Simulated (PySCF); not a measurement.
Computed shifts of a molecule H7NO2Si2, PBE0/pcSseg-1 (PySCF), GIAO, gas phase, atoms alike by connectivity averaged where their shifts nearly agree, in ppm (number of nuclei): ¹⁵N: 39.1 (1). ²⁹Si: -39.5 (1), -42.9 (1). ¹H: 5.28 (3), 4.79 (1), 1.60 (1), 1.26 (1), 1.11 (1). References: ¹⁵N against NH3 (σ = 267.4 ppm); ²⁹Si against TMS (σ = 352.7 ppm); ¹⁷O against H2O (σ = 334.2 ppm); ¹H against TMS (σ = 31.56 ppm), references at their B3LYP-D3(BJ)/def2-TZVP geometries, non-relativistic. Geometry optimised at PBE0-D3(BJ)/def2-SVP. The values are those of a single conformer.

Task: Pick the molecule that these values belong to.
A) N[Si@@H](O)[SiH2]O
B) O[SiH](O)N[SiH3]
C) N[Si@H](O)O[SiH3]
D) N[Si](O)(O)[SiH3]

Result: C, N[Si@H](O)O[SiH3]
